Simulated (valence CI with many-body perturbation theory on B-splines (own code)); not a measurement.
Questions on Tb33+

Level of theory: configuration interaction combined with many-body perturbation theory (CI+MBPT): four valence electrons over a frozen Dirac-Fock core [Ar] 3d10, a basis of 11 s, 11 p, 9 d, 7 f, 5 g, 2 h, 1 i functions for each j, with the one-electron correlation potential Σ1, the two-electron term Σ2, the three-electron term Σ3, Breit, model QED; selected CI, second order for the rest (own B-spline code, finite nucleus).

No measured spectrum was set against this ion. As an estimate, large intervals hold to a few tenths of a per cent, small ones and those within an open d or f shell to about a per cent.

Levels are named by their leading jj configuration (3d3/2^4 stands for four electrons in 3d with j = 3/2), which in mixed levels can hold well under half, so a name can repeat and another be missing.

Rates and lifetimes use the calculated energies. Strong lines usually hold to 10 to 20 %, long lifetimes can be off by a factor of two.

(1) What is the ground level?

(2) How well does LS coupling describe the low levels?

(3) What is the ionisation energy?

(4) Where does the other parity begin?

(5) Name the longest-lived excited levels whose lifetime is computed, and their main decay.

(6) Among levels below 2663400 cm⁻¹, which E1 lines absorb most strongly from the ground level?

(7) What are the static dipole polarisabilities of the lowest levels?

Results:

(1) (4s^2 4p1/2^2) J=0, composition 72 % 4s²4p² ³P + 27 % 4s²4p² ¹S.

(2) Among the lowest 20 levels the leading LS term, summed over configurations, holds 59 % on average. For single configurations the figures are 55 % in LS and 84 % in jj coupling. Terms mix most in the J = 1 level at 1785400 cm⁻¹, where the leading one holds 37 %.

(3) 1395.1 eV; NIST lists 1393 ± 5 eV (theoretical).

(4) At (4s 4p1/2^2 4p3/2) J=2, 949670 cm⁻¹.

(5) (4s^2 4p1/2 4p3/2) J=2 at 381370 cm⁻¹ lives 109 μs, mostly by E2 to (4s^2 4p1/2^2) J=0; (4s^2 4p3/2 4d5/2) J=4 at 1811400 cm⁻¹ lives 2.04 μs, mostly by M1 to (4s^2 4p1/2 4d5/2) J=3; (4s^2 4p1/2 4p3/2) J=1 at 353250 cm⁻¹ lives 1.75 μs, mostly by M1 to (4s^2 4p1/2^2) J=0.

(6) to (4s^2 4p1/2 4d3/2) J=1 at 6.690 nm, f = 0.705; to (4s 4p1/2 4p3/2^2) J=1 at 7.099 nm, f = 0.539; to (4s 4p1/2^2 4p3/2) J=1 at 9.554 nm, f = 0.477.

(7) (4s^2 4p1/2^2) J=0 0.0651; (4s^2 4p1/2 4p3/2) J=1 0.0730 (tensor 0.0028); (4s^2 4p1/2 4p3/2) J=2 0.0727 (tensor 0.0048) bohr³, of which the core gives 0.00414.
